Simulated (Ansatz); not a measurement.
Question: Name a neutral molecule of B, C, Cl, S and H with zero-point energy (PBE0-D4/def2-TZVP) between 155 and 171 kJ/mol and HOMO–LUMO gap (PBE/def2-TZVPP) between 5.00 and 5.30 eV (Ansatz, PBE0-D4/def2-TZVP geometry).

Answer: `C[B-]([SH2+])(Cl)Cl` (163.1 kJ/mol, 5.13 eV). Other molecules can fit too; these were computed, each in one conformer that needn't be the lowest.
